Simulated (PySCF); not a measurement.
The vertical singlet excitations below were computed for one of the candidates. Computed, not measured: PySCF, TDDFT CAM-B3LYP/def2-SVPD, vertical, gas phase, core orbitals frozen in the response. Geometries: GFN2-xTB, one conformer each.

| state | E (eV) | f |
| --- | --- | --- |
| S1 | 2.60 | 0.0000 |
| S2 | 5.56 | 0.226 |
| S3 | 6.32 | 0.066 |
| S4 | 6.66 | 0.0022 |
| S5 | 6.87 | 0.033 |
| S6 | 7.41 | 0.036 |
| S7 | 7.48 | 0.0051 |
| S8 | 7.55 | 0.024 |

Triplets computed (Tamm–Dancoff): 2.15, 3.11, 5.88 eV.

Orbital energies (eV): HOMO-3 -12.24, HOMO-2 -11.88, HOMO-1 -9.82, HOMO -8.29, LUMO -1.40, LUMO+1 0.87, LUMO+2 1.67.

Question: Which candidate is it?
A. `CC(=S)COC(F)(F)F`
B. `CCC1=CS[C@H]([SiH2]1)F`
C. `O=C[C@@]12C=CC[C@@H]1C2`

Answer: A. Its S1, at 2.60 eV, is the lowest among the candidates; the nearest of the others has S1 at 4.29 eV. S1 is HOMO→LUMO (99%). S1 has the pattern of n→π* at C=S. At the same level the other candidates give, for their lowest levels:
- `O=C[C@@]12C=CC[C@@H]1C2`: 4.29 eV (f 0.000); 5.69 eV (f 0.025); 6.53 eV (f 0.176); 6.87 eV (f 0.017); 6.93 eV (f 0.131); T1 3.74 eV; HOMO -8.34, LUMO 0.24 eV
- `CCC1=CS[C@@H](F)[SiH2]1`: 4.98 eV (f 0.089); 5.18 eV (f 0.050); 5.92 eV (f 0.013); 6.26 eV (f 0.007); 6.54 eV (f 0.015); T1 3.52 eV; HOMO -7.61, LUMO 0.50 eV

The values belong to the conformer `[CH3:1][C:2](=[S:3])[CH2:4][O:5][C:6]([F:7])([F:8])[F:9]`: C1–C2–C4–O5 -8°, C2–C4–O5–C6 175°, C4–O5–C6–F7 179°.
